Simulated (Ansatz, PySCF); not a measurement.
Pulling on the Si2–O1 bond in H4OSi (SMILES O[SiH3]) (multiplicity 1 held, fragments rigid). Energies count from the point at 1.653 Å.
Geometry at that point (charge 0, multiplicity 1):
```xyz
6

O      1.039    -0.335    -0.256
Si    -0.509     0.130     0.092
H      1.762     0.091     0.209
H     -0.843    -0.107     1.519
H     -1.379    -0.692    -0.771
H     -0.726     1.569    -0.196
```

R- and RO- levels are restricted; in cc, def2 and unpolarised 6-31G sets they are followed outwards from rest. Active spaces are followed from a long bond inwards. Levels need not reach the same state.

Frozen-core correlation. Rows in 6-31G* carry no dispersion term and start afresh at each structure (6-31G* with six Cartesian d functions).

Programs: Ansatz (Gaussian basis) for Hartree–Fock, density functionals and correlated methods; PySCF for 6-31G* rows. 

What is the computed energy at R = 5.289 Å (FIC-MRCISD+Q on CASSCF(4,3)/cc-pV(T+d)Z)?

5.36 eV

Estimate the energy at R = 5.289 Å that R-r2SCAN/cc-pV(T+d)Z returns for this input.

6.79 eV

Give the energy at R = 5.289 Å at the level R-HF/6-31G*.

9.62 eV

Doubts at one or more of the structures used: a restricted determinant that unrestricted orbitals would lower (R-HF/6-31G*, R-r2SCAN/cc-pV(T+d)Z); active orbitals that take no part (FIC-MRCISD+Q on CASSCF(4,3)/cc-pV(T+d)Z).

Ansatz is an electronic-structure program.
